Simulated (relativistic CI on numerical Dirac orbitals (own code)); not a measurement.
Ligand-field terms of d4

Computed with a parametric ligand-field model of a d^n configuration (Racah B and C, spin-orbit zeta, crystal field), exact diagonalisation.

Field parameters in Wybourne normalisation: Oh B⁴₀ = 21Dq, B⁴₄ = √(5/14) B⁴₀; Td as Oh with Dq negative (B⁴₀ = 21Dq, B⁴₄ = √(5/14) B⁴₀). The field is a parameter set, without covalency.

Lowest levels for B = 620, C = 2580, ζ = 110 cm⁻¹, Oh, 10Dq = 14500 cm⁻¹?

A1 0 (S 1.98), T1 7 (S 1.99), E 15 (S 1.99), T2 20 (S 2.00), A2 26 (S 2.00), A1 991 (S 1.03), T1 1036 (S 1.02), T2 1121 (S 1.01), E 1127 (S 1.01) cm⁻¹, with S from ⟨S²⟩ = S(S + 1). The ground level has 0.98 electrons in the cubic e pair.

Lowest levels for B = 920, C = 4440, ζ = 380 cm⁻¹, Oh, 10Dq = 9050 cm⁻¹?

A1 0 (S 2.00), T1 12 (S 2.00), E 24 (S 2.00), T2 34 (S 2.00), A2 44 (S 2.00), T2 8900 (S 2.00), T1 8904 (S 2.00), A1 8910 (S 2.00), T1 9185 (S 2.00) cm⁻¹, with S from ⟨S²⟩ = S(S + 1). The ground level has 1.00 electrons in the cubic e pair.

Lowest levels for B = 650, C = 2390, ζ = 1300 cm⁻¹, Oh, 10Dq = 30800 cm⁻¹?

A1 0 (S 1.01), T1 975 (S 1.01), T2 2172 (S 0.99), E 2189 (S 1.00), T2 9256 (S 0.07), E 10100 (S 0.05), A2 17341 (S 2.00), T2 17368 (S 1.99), E 17395 (S 1.99) cm⁻¹, with S from ⟨S²⟩ = S(S + 1). The ground level has 0.03 electrons in the cubic e pair.

Lowest levels for B = 320, C = 1660, ζ = 950 cm⁻¹, Td, 10Dq = -9550 cm⁻¹?

A1 0 (S 0.34), A1 4175 (S 1.52), T1 4195 (S 1.56), T2 4847 (S 1.66), E 5420 (S 1.48), T1 5936 (S 1.86), E 6249 (S 1.50), T2 6316 (S 1.76), T2 6741 (S 1.48) cm⁻¹, with S from ⟨S²⟩ = S(S + 1). The ground level has 3.74 electrons in the cubic e pair; its S is far from a half-integer, so spin-orbit coupling mixes spin states.

Lowest levels for B = 890, C = 4320, ζ = 460 cm⁻¹, Oh, 10Dq = 14150 cm⁻¹?

A1 0 (S 2.00), T1 18 (S 2.00), E 36 (S 2.00), T2 51 (S 2.00), A2 66 (S 2.00), A1 10279 (S 1.00), T1 10489 (S 1.00), T2 10815 (S 1.00), E 10833 (S 1.00) cm⁻¹, with S from ⟨S²⟩ = S(S + 1). The ground level has 1.00 electrons in the cubic e pair.
